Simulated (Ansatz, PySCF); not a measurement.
Ways to break one bond of [CH3][Ge]([CH3])([CH3])[NH2]:

A. [CH3][Ge]([CH3])([CH3])[NH2] [[amino(dimethyl)germyl]methane] -> [CH3] (CH3) + [CH3][Ge]([CH3])[NH2]
B. [CH3][Ge]([CH3])([CH3])[NH2] [[amino(dimethyl)germyl]methane] -> [CH2][Ge]([CH3])([CH3])[NH2] + H atom

Quantity: bond dissociation energy (enthalpy at 298 K, with B3LYP-D3(BJ) rigid-rotor harmonic-oscillator terms), kJ/mol. Each molecule is optimised on its own at B3LYP-D3(BJ)/def2-TZVP (Ansatz, a program for electronic structure), one conformer each, not searched for the lowest. Frequencies are from Ansatz or PySCF. Valence correlation only, unless marked. UHF or UKS for open shells. No spin-orbit coupling. Frozen are the shells of the preceding noble gas and the d and f shells that filled before the atom's block. Non-relativistic. CBS marks a two-point X^-3 extrapolation of the correlation energy; Hartree-Fock from the larger set.

```csv
,revPBE-D4/def2-TZVPD (Ansatz + dftd4),B97M-V/def2-TZVPD (Ansatz),r2SCANh-D4/def2-TZVPD (Ansatz + dftd4),"CCSD(T)/CBS(cc-pVTZ,cc-pVQZ) (Ansatz)"
A,304.0,322.0,303.2,[?]
B,409.6,420.0,406.9,[?]
```

**Question.** What belongs in the gaps?

**Answer.** 
- A, CCSD(T)/CBS(cc-pVTZ,cc-pVQZ) (Ansatz): 335.4
- B, CCSD(T)/CBS(cc-pVTZ,cc-pVQZ) (Ansatz): 428.0
